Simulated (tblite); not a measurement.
Compound: C5H8F3NSi.
Z-matrix (Å and degrees, GFN2-xTB geometry), rows numbered from 1:
```
F 
C   1  1.3353
F   2  1.3312  1  110.46
C   2  1.3278  1  123.01  3  -179.22
F   4  1.3523  2  117.51  1  -179.91
C   4  1.4733  2  126.49  1     2.36
C   6  1.5329  4  112.50  2  -127.55
C   7  1.5244  6  107.70  4  -160.03
N   8  1.4509  7  106.17  6    42.40
Si  9  1.7098  8  115.70  7   -27.48
H   6  1.0905  4  108.04  2    -5.82
H   7  1.0909  6  111.86  4    77.55
H   7  1.0907  6  108.70  4   -42.44
H   8  1.0985  7  110.37  6   -78.27
H   8  1.0942  7  110.92  6   161.97
H   9  1.0050  8  115.19  7   170.78
H  10  1.4600  6  113.23  4    26.84
H  10  1.4655  6  108.87  4   -99.05
```

Computed values, GFN2-xTB/tblite, gas phase, harmonic and unscaled. The method is semi-empirical: single wavenumbers can be off by several per cent or more. Modes of hydrogen on silicon can be 10 to 20 % off. One conformer, not necessarily the lowest.

Harmonic wavenumbers (cm⁻¹): 39.3, 70.7, 101.0, 138.8, 183.6, 204.0, 248.2, 293.2, 361.9, 397.3, 408.5, 466.5, 493.7, 510.7, 519.1, 554.2, 579.4, 679.9, 689.8, 798.2, 830.3, 866.4, 893.1, 965.5, 1019.0, 1036.7, 1084.2, 1134.0, 1137.0, 1183.5, 1186.1, 1210.8, 1239.2, 1268.5, 1284.1, 1338.2, 1357.3, 1476.1, 1499.7, 1775.4, 2242.6, 2300.7, 2873.8, 2943.6, 2978.9, 2988.1, 2998.8, 3496.8.

A = 2246, B = 615.6, C = 610.1 MHz; mass 167.038 u (most abundant isotopes); point group C1, symmetry number 1.

**Question.** What is the zero-point energy?

**Answer.** Half the sum of the wavenumbers: 27173 cm⁻¹ = 77.69 kcal/mol.

**Question.** Give the ideal-gas entropy at 400 K and 1 bar in the rigid-rotor, harmonic-oscillator model (classical rotation).

**Answer.** Translation 42.73, rotation 31.20, vibration 43.55: S = 117.5 cal/(mol K).

**Question.** And Cp and H(400 K) − H(0)?

**Answer.** Cp = 52.09 cal/(mol K), of which vibrations give 44.14 (their classical limit is 48 R = 95.4); H(400 K) − H(0) = 12.29 kcal/mol without the zero-point energy, 9.11 from vibrations.

**Question.** Blend soft modes into free rotors: weight 1/[1 + (100 cm⁻¹/ν̃)⁴] for the oscillator and the rest for a rotor with moment μB/(μ + B), μ = h/(8π²ν), B = 10⁻⁴⁴ kg m². What vibrational entropy results?

**Answer.** 40.23 cal/(mol K) in place of 43.55, which changes −T·S at 400 K by +1.32 kcal/mol.

**Question.** How do the functions run with temperature in this model?

**Answer.** 
| T (K) | S (cal/(mol K)) | Cp (cal/(mol K)) | H − H(0) (kcal/mol) | G − H(0) (kcal/mol) | ln q(vib) |
| --- | --- | --- | --- | --- | --- |
| 100 | 72.0 | 19.4 | 1.33 | -5.87 | 1.89 |
| 200 | 89.1 | 31.2 | 3.87 | -13.96 | 4.69 |
| 300 | 103.9 | 42.3 | 7.55 | -23.63 | 7.58 |
| 500 | 130.0 | 60.1 | 17.91 | -47.09 | 13.29 |
| 800 | 162.0 | 75.9 | 38.55 | -91.08 | 21.32 |
| 1000 | 179.7 | 82.3 | 54.41 | -125.30 | 26.18 |

q(vib) and H(0) count from the zero-point level.

Hindered rotation and anharmonicity are outside this model. Other conformers, if any are populated, would add a mixing term that is left out. The structure is chiral; the term R ln 2 for an equal mix with its mirror image is left out.

Hardware: an x86-64 server with one thread (shared host). The figure is for the frequency step alone.
